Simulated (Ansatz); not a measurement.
C3H5 (SMILES [CH]1CC1), doublet, geometry from GFN2-xTB; MP2/def2-SVPD (Ansatz, an electronic-structure program).

Input for Ansatz:
Ansatz 0.2 input:
```yaml
crystal:
  periodic: [false, false, false]
  atoms:
    - {symbol: C, position_ang: [-0.01011930, 0.88481522, -0.03777061]}
    - {symbol: C, position_ang: [0.76315111, -0.35067630, 0.05689274]}
    - {symbol: C, position_ang: [-0.75522711, -0.36829202, 0.05102229]}
    - {symbol: H, position_ang: [-0.01634672, 1.66492132, -0.76796371]}
    - {symbol: H, position_ang: [1.31462689, -0.70645278, -0.80771786]}
    - {symbol: H, position_ang: [1.25200813, -0.59394256, 0.99113267]}
    - {symbol: H, position_ang: [-1.24551713, -0.62291802, 0.98147659]}
    - {symbol: H, position_ang: [-1.29159938, -0.73668936, -0.81779420]}
basis:
  gaussian:
    orbitals: def2-SVPD
magnetization: {spin_polarized: true, initial_magnetization: 1}
correlation: {method: mp2, electrons: outside_noble_gas}
accuracy: high
```

Output, abridged:

```
Functional definition: HF
2021 factors; integrals over basis functions are off by at most 2.9e-9 eV
mean field evaluation 1: about -3163.5998 eV, gradient 1.7e1 eV
mean field evaluation 2: about -3163.6004 eV, gradient 1.7e1 eV
mean field evaluation 4: about -3165.6093 eV, gradient 2.5e0 eV
mean field evaluation 8: about -3165.6764 eV, gradient 6.6e-4 eV
mean field -3165.67637079 eV, -116.3364608540 hartree, gradient 1.9e-8 eV, S^2 0.761114; 0 other end points of the search recorded, 0 dependent functions left out
3 core orbitals not correlated
reference -3165.67637079 eV, -116.3364608540 hartree; 9, 8 occupied and 88, 89 virtual orbitals, 2021 factors
second order -10.98981379 eV of doubles, -0.00000000 eV of singles
Total energy: -3176.66618458 eV, -116.7403290617 hartree
```
